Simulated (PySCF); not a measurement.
# NMR problem set

PySCF 2.14 calculation with coordinates at the GFN2-xTB level and shielding tensors at PBE0/pcSseg-1 (GIAO); in vacuum, rapidly exchanging positions averaged, no relativistic terms, single conformer.

Scale: TMS for $^{1}$H, $^{13}$C (reference shieldings calculated alike). Splittings of carbon signals by F and P are missing where no couplings were computed. Where no couplings were computed, multiplicities follow the n + 1 count of equivalent neighbours, and m marks all less simple cases (inequivalent or close neighbours, rings, F or P nearby). Shifts are as computed. Against solution values, carbons near 30 ppm lie about +3 ppm off and those near 130 ppm about +5 ppm. Of 1211 compounds with measured shifts, 218 miss one by over three times the rms of a fit or turn the order of signals round; such compounds aren't used in these exercises. OH and NH positions are gas-phase values without hydrogen bonding to other molecules.

Question: C6H8FPSi. $^{1}$H NMR (600 MHz, computed): δ 9.29 (m, 1H), 9.15 (m, 1H), 4.65 (s, 3H), 2.65 (s, 3H). $^{13}$C{$^{1}$H} NMR (computed): δ 176.4 (C), 173.1 (CH), 170.0 (CH), 136.2 (C), 131.6 (C), 22.6 (CH3). Identify the compound.

Answer: `Cc1cpcc([SiH3])c1F`. 6 carbon signals for 6 carbons: no two carbons are equivalent. Carbon types of the structure: 3 × C, 2 × CH, 1 × CH3, leaving 3 H on heteroatoms. δC 176.4: aromatic carbon bearing fluorine; an ipso carbon deshielded by its heteroatom. δC 173.1, 170.0: aromatic CH. δC 136.2, 131.6: substituted aromatic carbon. δH 9.29, 9.15: hydrogen on an aromatic CH; aromatic region.

The data come from this structure; uniqueness wasn't tested.

Question: C7H10NOP. $^{1}$H NMR (400 MHz, computed): δ 7.95 (m, 1H), 7.76 (m, 1H), 6.86 (m, 1H), 1.90 (m, 1H), 1.86 (m, 1H), 1.42 (m, 3H), 1.08 (m, 1H), -1.69 (br s, 1H). $^{13}$C{$^{1}$H} NMR (computed): δ 152.4, 148.7, 134.4, 119.1, 25.9, 21.6, 16.3. Give a structure.

Answer: `C[C@@H]1C[P@]1(=N)c1ccco1`. 7 carbon signals for 7 carbons: no two carbons are equivalent. Carbon types of the structure: 1 × C, 4 × CH, 1 × CH2, 1 × CH3, leaving 1 H on heteroatoms. δC 152.4: aromatic CH next to the ring oxygen. δC 148.7: substituted aromatic carbon next to the ring oxygen. δC 134.4, 119.1: aromatic CH. δH 7.76: hydrogen on an aromatic CH next to the ring oxygen; it sits in the deshielding region of the aromatic ring current.

The shifts were computed for this structure.
